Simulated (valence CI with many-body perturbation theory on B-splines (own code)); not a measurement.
# Which ion has this spectrum?

A relativistic CI+MBPT calculation for an atom or ion with 15 electrons gives these levels (eV):

```csv
J,Parity,E,g
3/2,odd,0.000,1.71
3/2,odd,10.785,1.18
5/2,odd,14.715,1.20
1/2,odd,20.663,0.66
3/2,odd,29.965,1.24
5/2,even,67.492,1.56
3/2,even,74.624,1.61
1/2,even,76.247,2.56
3/2,even,83.989,1.00
5/2,even,87.737,1.23
3/2,even,92.765,0.75
3/2,even,95.172,1.02
1/2,even,95.587,1.16
5/2,even,96.326,1.13
```

The energies are calculated, with errors of perhaps 400 cm⁻¹, more in some levels.

(1) Which is it?
A. Br20+
B. Se19+
C. Rb22+
D. Zr25+

## Answers

(1) C. Rb22+, ground level 3s2 3p3 4S°_3/2.
